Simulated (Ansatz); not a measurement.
Isolated molecules relaxed with PBE0-D4/def2-TZVP in Ansatz; ΔE leaves out vibrations. CCSD(T)/CBS adds triple-zeta CCSD(T) − MP2 to the extrapolated MP2 energy (def2 sets, frozen cores). DFT in def2-TZVPP. B3LYP here is the variant with VWN-RPA as its local correlation; programs differ in this. def2 core potentials past Kr. For Cd outer-core shells are correlated without core-valence functions, which leaves a few kJ/mol of doubt a bond. One conformer a species, not always the lowest.

`CNB(C)N` + `[F][Cd][SH]` → `C[S][Cd][F]` + `CNBN`  (substitution at a C–B bond)

```csv
level,ΔE (kcal/mol),difference from CCSD(T)/CBS
PBE-D4,13.6,-1.7
r2SCAN-D4,15.0,-0.3
PBE0-D4,14.8,-0.5
B3LYP-D4,14.0,-1.3
ωB97X-V,14.9,-0.4
ωB97M-V,15.4,0.1
B2PLYP,14.1,-1.2
PBE,13.2,-2.1
r2SCAN,14.8,-0.5
PBE0,14.4,-0.9
B3LYP,13.4,-1.9
HF/def2-TZVPP,14.7,-0.6
MP2/def2-TZVPP,15.1,-0.2
SCS-MP2/def2-TZVPP,14.4,-0.9
CCSD/def2-TZVPP,15.8,0.5
CCSD(T)/def2-TZVPP,15.5,0.2
HF/def2-QZVPP,14.7,-0.6
MP2/def2-QZVPP,15.0,-0.3
SCS-MP2/def2-QZVPP,14.3,-1.0
HF/CBS(def2),14.7,-0.6
MP2/CBS(def2),14.9,-0.4
CCSD/CBS(def2),15.6,0.3
CCSD(T)/CBS,15.3,0
```

Largest T1 diagnostic among the species: 0.016.

From PBE to PBE0 (25 % exact exchange), in def2-TZVPP and without D4, ΔE moves by +1.2 kcal/mol.
